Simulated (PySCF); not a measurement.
Compound: C₄H₆BN.
Numbering: `[NH2:1][C:2]1=[CH:3][BH:4][CH:5]=[CH:6]1` (hydrogens: H7, H8 on N1; H9 on C3; H10 on B4; H11 on C5; H12 on C6)

Method: BHandHLYP/cc-pVDZ geometry optimisation, gas phase (PySCF); density fitting, grid level 1; the optimiser is geomeTRIC in internal coordinates, started from a GFN2-xTB structure.

The end geometry, which sets the zero of energy:
```
atom  x, y, z in Å
N1      1.6906    0.1529    1.0139
C2      0.5587   -0.0661    0.3327
C3     -0.0184   -1.2557   -0.0272
B4     -1.2819   -0.8984   -0.7738
C5     -1.3294    0.7158   -0.7807
C6     -0.2440    1.1240   -0.1294
H7      2.0113    1.0825    1.2025
H8      2.2554   -0.6128    1.3299
H9      0.4195   -2.2140    0.2234
H10    -2.0974   -1.6218   -1.2695
H11    -2.0569    1.3986   -1.2053
H12     0.0736    2.1435    0.0723
```

Task: These geometries come from the run, each turned onto the end geometry. Order them by energy, lowest first.
A.
```
atom  x, y, z in Å
N1      1.6792    0.1429    1.0335
C2      0.5594   -0.0577    0.3240
C3      0.0150   -1.2504   -0.0768
B4     -1.2855   -0.8964   -0.7596
C5     -1.3240    0.7160   -0.7940
C6     -0.2494    1.1325   -0.1286
H7      1.9895    1.0727    1.2420
H8      2.2484   -0.6268    1.3347
H9      0.4560   -2.2078    0.1732
H10    -2.1403   -1.6225   -1.1762
H11    -2.0379    1.3933   -1.2488
H12     0.0706    2.1527    0.0654
```
B.
```
atom  x, y, z in Å
N1      1.6480    0.1424    1.0581
C2      0.6075   -0.0725    0.2470
C3      0.0537   -1.2597   -0.1524
B4     -1.2638   -0.8971   -0.7934
C5     -1.3060    0.7187   -0.8086
C6     -0.2030    1.1230   -0.1872
H7      1.8938    1.0813    1.2987
H8      2.2099   -0.6080    1.4109
H9      0.4873   -2.2158    0.1114
H10    -2.1989   -1.6085   -1.0415
H11    -2.0641    1.4032   -1.1737
H12     0.1166    2.1412    0.0195
```
C.
```
atom  x, y, z in Å
N1      1.6652    0.1629    1.0480
C2      0.5815   -0.0663    0.2929
C3      0.0319   -1.2533   -0.1189
B4     -1.2864   -0.8982   -0.7624
C5     -1.3192    0.7149   -0.8093
C6     -0.2344    1.1210   -0.1545
H7      1.9912    1.0745    1.3048
H8      2.2187   -0.6129    1.3587
H9      0.4748   -2.2109    0.1252
H10    -2.1801   -1.6199   -1.1037
H11    -2.0474    1.3961   -1.2355
H12     0.0853    2.1406    0.0437
```
D.
```
atom  x, y, z in Å
N1      1.6875    0.1531    1.0260
C2      0.5650   -0.0697    0.3297
C3     -0.0046   -1.2546   -0.0578
B4     -1.2814   -0.8986   -0.7833
C5     -1.3276    0.7147   -0.7811
C6     -0.2420    1.1188   -0.1270
H7      1.9880    1.0892    1.2177
H8      2.2652   -0.6061    1.3348
H9      0.4219   -2.2146    0.2057
H10    -2.1257   -1.6213   -1.2280
H11    -2.0454    1.4001   -1.2179
H12     0.0804    2.1374    0.0702
```

Result: D (0.004 eV), A (0.011 eV), C (0.026 eV), B (0.052 eV).

In the order of the answer:

```tsv
step	E above end (eV)	largest force (eV/Å)	rms force component (eV/Å)	rms distance from end (Å)	rms bond change (Å)	bond most changed (Å)
4	0.004	0.16	0.052	0.022	0.000	B4–C5 -0.001
3	0.011	0.32	0.085	0.045	0.001	B4–C5 -0.002
2	0.026	0.46	0.122	0.081	0.001	N1–C2 +0.001
1	0.052	0.46	0.139	0.115	0.001	B4–H10 +0.003
```

What follows is the cost of the whole optimisation. On one thread, AMD EPYC 7R43 (x86_64), no GPU, shared host with 256 logical CPUs at a one-minute load of 141, this took 43 s and 0.50 GiB of memory at its peak.
